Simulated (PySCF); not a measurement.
Isomers of H4OSi2. All species are isolated molecules in the gas phase. One relaxed conformer stands for each flexible species; it need not be the lowest. Strings in code marks are SMILES.

Calculation: PBE-D3(BJ)/def2-TZVP // B3LYP-D3(BJ)/def2-TZVP (PySCF). Delta-SCF ions had no search for a lower state. Excitations are Tamm–Dancoff values on a coarser integration grid. The basis has no diffuse functions, so Rydberg states are missing or too high.

```tsv
species	HOMO (eV)	T1 excitation (TDA) (eV)	vertical ionisation energy (Delta-SCF) (eV)
`O[SiH]=[SiH2]` (H–O–Si–Si torsion 31°)	___	1.67	7.99
`O=[SiH][SiH3]`	___	2.84	9.66
`O1[SiH2][SiH2]1`	-5.25	0.63	7.93
```

Some entries are withheld; supply them.


- `O[SiH]=[SiH2]` (H–O–Si–Si torsion 31°), HOMO (eV): -5.21
- `O=[SiH][SiH3]`, HOMO (eV): -6.37
